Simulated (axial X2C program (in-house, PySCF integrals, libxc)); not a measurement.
## Curves of ClOsCl from open-shell CI on d6 s0 p(π)0

Calculated with an in-house all-electron X2C program for linear molecules (integrals from PySCF): two-component X2C with atomic mean-field Coulomb and Gaunt terms, basis Cl dyall-av3z, Os dyall-v3z (cores contracted in-house). Orbitals come from Hartree–Fock averaged over the configuration Os d6 s0 p(π)0; CI then distributes these electrons over the d, s, p(π) shells of Os.

Scan along the symmetric stretch (R is each bond); masses Cl 34.969 u, Os 191.961 u, Cl 34.969 u. Energies in cm⁻¹ from the lowest point; levels are followed by energy order within each Ω. Lowest level at 2.301 Å: 100% d6.

```
R (Å)  (1)Ω=4  (1)Ω=3  (1)Ω=2  (1)Ω=0  (1)Ω=1  (2)Ω=1  (2)Ω=0
2.140    4650    5296    6107    6187    6563    8044    8541
2.220    1100    1725    2627    3000    3253    4634    5091
2.301       0     602    1521    2153    2252    3687    4039
2.393     892    1469    2367    3201    3142    4742    4967
2.485    3323    3879    4739    5679    5509    7304    7435
2.589    7242    7778    8586    9564    9326   11326   11393
2.715   13078   13608   14369   15351   15074   17314   17353
```

(1) Fit the curves (1)Ω=4, (1)Ω=3, (1)Ω=2, (1)Ω=0, (1)Ω=1 near their minima.

The 7 lowest curves are shown; the next is (2)Ω=2, from 4067 cm⁻¹.

Dynamic correlation is missing, so gaps between terms are too wide and other configurations may lie lower; the lowest level listed is that of this model, not necessarily the ground state. For d shells the ligand-field splittings (σ, π, δ) and their order can be off by a thousand cm⁻¹ or more. At most 4 roots were kept for each Ω > 0 (twice that for Ω = 0) within 3.2 eV of the lowest, so higher up levels can be missing between those listed; levels with Ω > 0 are doubly degenerate and listed once, Ω = 0 levels singly. Some active spinors are only partly of the character that their shell is named for, so the shell names and counts are nominal. States that fill the shells left empty in the average are placed too high. The molecule was held linear; bending was not examined.

## Answers

(1) From the open-shell CI curves, Te from the lowest:

| level | Te (cm⁻¹) | Re (Å) | ωe (cm⁻¹) |
| --- | --- | --- | --- |
| (1)Ω=4 | 0 | 2.305 | 358.5 |
| (1)Ω=3 | 600 | 2.307 | 358.0 |
| (1)Ω=2 | 1519 | 2.307 | 354.7 |
| (1)Ω=0 | 2152 | 2.296 | 354.9 |
| (1)Ω=1 | 2253 | 2.304 | 350.7 |

Without dynamic correlation distances can be off by several hundredths of an Å (long for ionic bonds, short for multiple bonds) and the wavenumbers are rough.
